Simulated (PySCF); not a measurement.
Compound: C₆H₁₁FO₂Si.
Z-matrix (Å and degrees, GFN2-xTB geometry), rows numbered from 1:
```
C 
C   1  1.5230
C   2  1.5322  1  111.87
C   3  1.4744  2  111.64  1    66.54
C   4  1.3101  3  153.27  2  -139.62
O   5  1.3104  4  151.70  3    -0.79
Si  6  1.6527  5  129.13  4   171.82
O   7  1.6129  6  103.62  5   175.29
C   5  1.4756  4   64.44  3   179.63
F   9  1.3989  4  118.64  5   104.64
H   1  1.0869  2  110.35  3   -60.66
H   1  1.0874  2  110.32  3   179.60
H   1  1.0884  2  110.70  3    59.54
H   2  1.0915  1  109.33  3   120.82
H   2  1.0921  1  109.72  3  -120.87
H   3  1.0928  2  110.24  1   -54.95
H   3  1.0954  2  109.15  1  -173.51
H   7  1.4531  6  110.99  5    62.61
H   7  1.4576  6  108.22  5   -65.02
H   8  0.9539  7  122.00  6    33.98
H   9  1.0846  4  125.85  5  -110.76
```

NICS = −σ at a ghost point: NICS(0) at the centroid of the ring atoms, NICS(1) 1 Å to either side along the normal of their mean plane, zz for the tensor component along that normal. Level: GIAO PBE0/pcSseg-1 (PySCF, non-relativistic, gas phase) on the GFN2-xTB geometry, one conformer.

Ring bond lengths (Å), with Mayer bond orders in brackets: C4–C5 1.310 (1.62), C5–C9 1.476 (1.04), C9–C4 1.492 (0.87).

**Question.** What do the NICS probes read (ppm)?

**Answer.** 
```json
{"ring": "C4–C5–C9", "type": "3-membered carbocycle; formal bonds 1 double, 2 single", "NICS(0)": "-32.1", "NICS(1), two faces": "-6.3 / -10.5", "NICS(1)zz, two faces": "-8.0 / -18.7", "rms pucker (Å)": "0.00", "centre to ring atoms, mean (Å)": "0.82"}
```

**Question.** What can be read from them?

**Answer.** 
- C4–C5–C9: mean NICS(1)zz -13.4 ppm, shielded. C9 has four or more neighbours; no verdict on aromaticity is drawn. The two faces differ by 10.7 ppm, so no symmetry operation interchanges them. NICS(0) lies 24 ppm below the mean NICS(1).

**Question.** How shielded are the nuclei of the rings and their hydrogens (means over atoms taken as equivalent)?

**Answer.** 
```tsv
atoms	environment	σ isotropic (ppm)	principal values of the symmetric part, first atom (ppm)
C4	fully substituted alkene carbon	85.9	-4.3, 99.8, 162.3
C5	vinylic carbon bearing oxygen	46.7	-61.8, 84.8, 117.2
C9	sp3 C–F carbon	113.4	62.3, 75.3, 202.5
H21	methine hydrogen	26.74	22.0, 26.0, 32.2
```
